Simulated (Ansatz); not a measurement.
Correlation energies of C3H11GaO (`C[OH+][GaH-]([CH3])[CH3]`) by basis set

| atom | x (Å) | y (Å) | z (Å) |
| --- | --- | --- | --- |
| C1 | 1.059 | 0.645 | 1.968 |
| O2 | -0.182 | 0.339 | 1.336 |
| Ga3 | -0.254 | 0.444 | -0.847 |
| C4 | 1.140 | -0.920 | -1.245 |
| C5 | -2.159 | -0.076 | -1.028 |
| H6 | 1.376 | 1.608 | 1.572 |
| H7 | 1.818 | -0.106 | 1.738 |
| H8 | 0.923 | 0.725 | 3.049 |
| H9 | -0.505 | -0.513 | 1.644 |
| H10 | 0.161 | 1.972 | -0.919 |
| H11 | 1.214 | -1.067 | -2.327 |
| H12 | 0.896 | -1.894 | -0.809 |
| H13 | 2.132 | -0.624 | -0.895 |
| H14 | -2.465 | -0.019 | -2.077 |
| H15 | -2.340 | -1.104 | -0.699 |
| H16 | -2.815 | 0.590 | -0.462 |

Charge 0, multiplicity 1. Correlated methods include outer-core shells of Ga, which these sets cover unevenly. Scalar relativity is left out up to krypton. Geometry: relaxed with PBE0-D4/def2-TZVP. It is one conformer, not always the lowest. Frozen core, restricted reference, Ansatz.

| basis | HF (Eh) | MP2 corr. | CCSD corr. | (T) | CCSD(T) total |
| --- | --- | --- | --- | --- | --- |
| def2-SVP | -2117.71980 | -0.86061 | -0.91475 | -0.02491 | -2118.65946 |
| def2-TZVPP | -2118.19264 | -1.03664 | – | – | – |
| def2-QZVPP | -2118.24217 | -1.33783 | – | – | – |
